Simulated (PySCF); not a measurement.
C$_{5}$H$_{13}$O$_{3}$Si (SMILES C=C[Si](OC)(OC)[OH+]C), charge +1, singlet, at a GFN2-xTB geometry, with bond 21-9 at 1.8 times its length; HF/STO-3G run with PySCF.

The PySCF input:
```python
from pyscf import gto, scf

mol = gto.Mole()
mol.atom = '''
    C    -0.91641656   -2.31931406   -1.42596907
    C    -0.44487032   -1.08248142   -1.54083620
    Si   -0.14187058    0.10461714   -0.13032044
    O    -0.33569001    1.67625302   -0.34617717
    C    -1.43253891    2.52160283   -0.64256663
    O    -0.46215718   -0.62438055    1.23946622
    C    -0.76285267   -0.33612068    2.59581626
    O     1.69171766    0.34802319   -0.03671418
    C     2.61661455   -0.73870961    0.01127747
    H    -1.15913827   -2.74779489   -0.46854943
    H    -1.07673129   -2.94567544   -2.28802493
    H    -0.23315791   -0.70945139   -2.53698669
    H    -1.07543930    3.54769264   -0.57087791
    H    -2.24408831    2.36393058    0.06604461
    H    -1.79348234    2.32616212   -1.65136974
    H     0.15073766   -0.40440129    3.18617184
    H    -1.19016977    0.65943058    2.70052197
    H    -1.47717413   -1.08314146    2.93924547
    H     2.05388694    1.11726467   -0.49927576
    H     2.15128333   -1.52587334    0.59828828
    H     3.00650672   -1.41866728   -1.78686752
    H     3.53585994   -0.41534689    0.49806016
'''
mol.basis = 'sto-3g'
mol.charge = 1
mol.verbose = 4
mol.build()

mf = scf.RHF(mol)
mf.kernel()
mo_i, mo_e, stable_i, stable_e = mf.stability(internal=True, external=True, return_status=True, nroots=6, tol=1e-6)
print('internally stable:', stable_i, ' externally stable:', stable_e)
if not stable_e:
    umf = mf.to_uhf() if not hasattr(mf, 'xc') else mf.to_uks()
    umf.scf_summary = {}
    umf.kernel(umf.make_rdm1(mo_e, umf.mo_occ))
```

Q: Write the output that PySCF gives for this input, abridged.

A: 
```
PySCF version 2.14.0

[INPUT] verbose = 4
[INPUT] num. atoms = 22
[INPUT] num. electrons = 80
[INPUT] charge = 1
[INPUT] spin (= nelec alpha-beta = 2S) = 0
[INPUT] symmetry False subgroup None
[INPUT] Mole.unit = angstrom
[INPUT] Symbol           X                Y                Z      unit          X                Y                Z       unit  Magmom
[...]
nuclear repulsion = 595.799283908801
number of shells = 42
number of NR pGTOs = 186
number of NR cGTOs = 62
basis = sto-3g
ecp = {}

******** <class 'pyscf.scf.hf.RHF'> ********
method = RHF
initial guess = minao
damping factor = 0
level_shift factor = 0
DIIS = <class 'pyscf.scf.diis.CDIIS'>
diis_start_cycle = 1
diis_space = 8
diis_damp = 0
SCF conv_tol = 1e-09
SCF conv_tol_grad = None
SCF max_cycles = 50
direct_scf = True
direct_scf_tol = 1e-13
Set gradient conv threshold to 3.16228e-05
Initial guess from minao.
init E= -702.964206762969
cycle= 1 E= -701.237981025707  delta_E= 1.73  |g|= 0.645  |ddm|=  5.6
cycle= 2 E= -701.385842018527  delta_E= -0.148  |g|= 0.216  |ddm|= 1.17
cycle= 3 E= -701.401540582819  delta_E= -0.0157  |g|= 0.0453  |ddm|= 0.33
cycle= 4 E= -701.402567098307  delta_E= -0.00103  |g|= 0.0151  |ddm|= 0.0973
cycle= 5 E= -701.402663720971  delta_E= -9.66e-05  |g|= 0.00225  |ddm|= 0.0258
cycle= 6 E= -701.402667718828  delta_E= -4e-06  |g|= 0.000989  |ddm|= 0.00627
cycle= 7 E= -701.402668189638  delta_E= -4.71e-07  |g|= 0.000241  |ddm|= 0.00213
cycle= 8 E= -701.402668240543  delta_E= -5.09e-08  |g|= 7.87e-05  |ddm|= 0.00077
cycle= 9 E= -701.402668244555  delta_E= -4.01e-09  |g|= 1.77e-05  |ddm|= 0.000218
cycle= 10 E= -701.402668244773  delta_E= -2.18e-10  |g|= 5.65e-06  |ddm|= 4.63e-05
Extra cycle  E= -701.402668244789  delta_E= -1.57e-11  |g|= 2.36e-06  |ddm|= 1.08e-05
converged SCF energy = -701.402668244789
rhf_internal: lowest eigs of H = [1.41365263 1.41756539 1.50051461 1.50824009 1.52790018 1.54074665]
<class 'pyscf.scf.hf.RHF'> wavefunction is stable in the internal stability analysis
rhf_real2complex: lowest eigs of H = [0.20945981 0.29432688 0.33462255 0.35010649 0.35307898 0.35869831]
<class 'pyscf.scf.hf.RHF'> wavefunction is stable in the real -> complex stability analysis
rhf_external: lowest eigs of H = [-0.21329999 -0.04371227  0.24838977  0.27290405  0.28850509  0.3038047 ]
<class 'pyscf.scf.hf.RHF'> wavefunction has an RHF/RKS -> UHF/UKS instability
internally stable: True  externally stable: False

******** <class 'pyscf.scf.uhf.UHF'> ********
method = UHF
initial guess = minao
damping factor = 0
level_shift factor = 0
DIIS = <class 'pyscf.scf.diis.CDIIS'>
diis_start_cycle = 1
diis_space = 8
diis_damp = 0
SCF conv_tol = 1e-09
SCF conv_tol_grad = None
SCF max_cycles = 50
direct_scf = True
direct_scf_tol = 1e-13
number electrons alpha = 40  beta = 40
Set gradient conv threshold to 3.16228e-05
init E= -701.242538404285
cycle= 1 E= -701.419795054691  delta_E= -0.177  |g|= 0.13  |ddm|= 0.776
cycle= 2 E= -701.450465423672  delta_E= -0.0307  |g|= 0.0494  |ddm|= 0.289
cycle= 3 E= -701.45533882803  delta_E= -0.00487  |g|= 0.00913  |ddm|= 0.158
cycle= 4 E= -701.455493065199  delta_E= -0.000154  |g|= 0.00456  |ddm|= 0.0209
cycle= 5 E= -701.455541757618  delta_E= -4.87e-05  |g|= 0.00161  |ddm|= 0.0153
cycle= 6 E= -701.455546618792  delta_E= -4.86e-06  |g|= 0.000745  |ddm|= 0.00467
cycle= 7 E= -701.455547533554  delta_E= -9.15e-07  |g|= 0.000308  |ddm|= 0.00203
cycle= 8 E= -701.455547737657  delta_E= -2.04e-07  |g|= 0.000155  |ddm|= 0.00095
cycle= 9 E= -701.455547806165  delta_E= -6.85e-08  |g|= 0.000125  |ddm|= 0.00044
cycle= 10 E= -701.455547864746  delta_E= -5.86e-08  |g|= 0.000128  |ddm|= 0.000364
cycle= 11 E= -701.455547780607  delta_E= 8.41e-08  |g|= 0.000114  |ddm|= 0.000533
cycle= 12 E= -701.455547542345  delta_E= 2.38e-07  |g|= 4.64e-05  |ddm|= 0.00243
cycle= 13 E= -701.455547512688  delta_E= 2.97e-08  |g|= 1.64e-05  |ddm|= 0.00105
cycle= 14 E= -701.45554751219  delta_E= 4.98e-10  |g|= 6.79e-06  |ddm|= 0.000186
Extra cycle  E= -701.455547512249  delta_E= -5.87e-11  |g|= 4.31e-06  |ddm|= 1.13e-05
converged SCF energy = -701.455547512249  <S^2> = 0.74841073  2S+1 = 1.9984101
```
